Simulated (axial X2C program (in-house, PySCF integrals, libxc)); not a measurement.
# Outer orbitals of ZrSe at 2.319 Å, PBE0

All values were computed with an axial X2C code built on PySCF integrals. Spin-free means the one-electron spin-free X2C Hamiltonian; two-component (2c) means X2C with spin–orbit coupling and atomic mean-field two-electron Coulomb and Gaunt terms, so the difference of the two also holds small scalar two-electron terms. Basis: Zr dyall-cv3z [11s12p9d6f3g], Se dyall-cv3z [8s9p6d4f1g] (cores contracted in-house); Gaussian nuclei, density fitting, unrestricted open shells. Masses: Zr 89.905 u, Se 79.917 u.

The distance is close to the 2c PBE0 minimum; the highest filled and lowest empty levels are listed.

Spin-free orbitals, state M_S = 1, Λ = 2 (beyond evenly filled blocks: σα, δ+α) (Löwdin shares):

```csv
symmetry,occupied,ε (eV),atomic character
π+α,yes,-35.01,100% Zr p
σα,yes,-34.74,96% Zr p
π-α,yes,-34.49,100% Zr p
σβ,yes,-34.00,96% Zr p
π-β,yes,-33.49,100% Zr p
π+β,yes,-33.49,100% Zr p
σβ,yes,-17.53,"67% Se s, 11% Zr d, 10% Zr p"
σα,yes,-17.32,"67% Se s, 11% Zr d, 10% Zr p"
σα,yes,-7.24,"64% Se p, 22% Zr d, 7% Zr s"
σβ,yes,-7.15,"68% Se p, 17% Zr d, 7% Zr s"
π+α,yes,-6.61,"57% Se p, 32% Zr d, 5% Zr p"
π-β,yes,-6.60,"64% Se p, 23% Zr d, 5% Zr f"
π+β,yes,-6.60,"64% Se p, 23% Zr d, 5% Zr f"
π-α,yes,-6.58,"58% Se p, 30% Zr d, 5% Zr p"
σα,yes,-5.33,"64% Zr s, 27% Zr d, 5% Zr p"
δ+α,yes,-5.14,99% Zr d
δ-α,no,-2.49,99% Zr d
σβ,no,-2.38,"72% Zr s, 14% Zr p, 10% Zr d"
π+α,no,-2.18,"48% Zr d, 39% Zr p, 9% Se p"
π-α,no,-2.09,"49% Zr d, 39% Zr p, 8% Se p"
```

Spinors with spin–orbit coupling (state Ω = 1):

```
   ω  occupied  ε (eV)              atomic character     λ mixture
-1/2       yes  -35.25                      98% Zr p  69% σ, 31% π
-3/2       yes  -33.88                     100% Zr p        100% π
 1/2       yes  -33.60                      97% Zr p  85% σ, 15% π
-1/2       yes  -33.47                      99% Zr p  69% π, 31% σ
 3/2       yes  -32.85                     100% Zr p        100% π
 1/2       yes  -17.52  67% Se s, 11% Zr d, 10% Zr p        100% σ
-1/2       yes  -17.32  67% Se s, 11% Zr d, 10% Zr p        100% σ
-1/2       yes   -7.26   64% Se p, 22% Zr d, 6% Zr s   95% σ, 5% π
 1/2       yes   -7.18   68% Se p, 18% Zr d, 7% Zr s   94% σ, 6% π
-1/2       yes   -6.68   64% Se p, 23% Zr d, 5% Zr f   95% π, 5% σ
 1/2       yes   -6.67   58% Se p, 30% Zr d, 5% Zr p   94% π, 6% σ
 3/2       yes   -6.50   63% Se p, 24% Zr d, 5% Zr f        100% π
-3/2       yes   -6.48   57% Se p, 32% Zr d, 4% Zr p        100% π
-1/2       yes   -5.32   64% Zr s, 27% Zr d, 5% Zr p        100% σ
 3/2       yes   -5.18                      99% Zr d        100% δ
-5/2        no   -2.45                      99% Zr d        100% δ
 1/2        no   -2.38  72% Zr s, 14% Zr p, 10% Zr d        100% σ
 1/2        no   -2.21   49% Zr d, 39% Zr p, 8% Se p        100% π
-3/2        no   -2.05   48% Zr d, 39% Zr p, 9% Se p        100% π
```

(1) How does the gap between the highest filled and lowest empty level change from the spin-free to the 2c table?

Mulliken charges and populations of the two-component result (they depend on the basis, above all on diffuse functions):

Zr 0.34 e (s 8.87 p 18.15 d 12.58 f 0.05 g 0.01), Se -0.34 e (s 7.90 p 16.40 d 10.04 f 0.01). ⟨Lz⟩ = 2.00 ħ and ⟨Sz⟩ = -1.00 ħ (-1.11 and 0.11 on the two atoms), which add up to Ω.

Occupations by symmetry block were frozen at the best pattern of an incomplete PBE0 search. Density functionals use the spin component along the axis (collinear). PBE0 can misorder states that lie within some tenths of an eV, so this need not be the ground state of the molecule. The nearest other spin-free determinant of the search, M_S = 0, Λ = 0, lies 0.37 eV up at the distance of the search. Without a current term, density functionals place determinants with orbital angular momentum somewhat too high. With several unpaired electrons one determinant need not be a pure state. The determinant is spin-polarised beyond a pure state at some levels (its spin-free form has ⟨S²⟩ too high), which makes Re and μ there less reliable.

Results:

(1) From 2.65 to 2.73 eV at PBE0, a change of 0.08 eV.
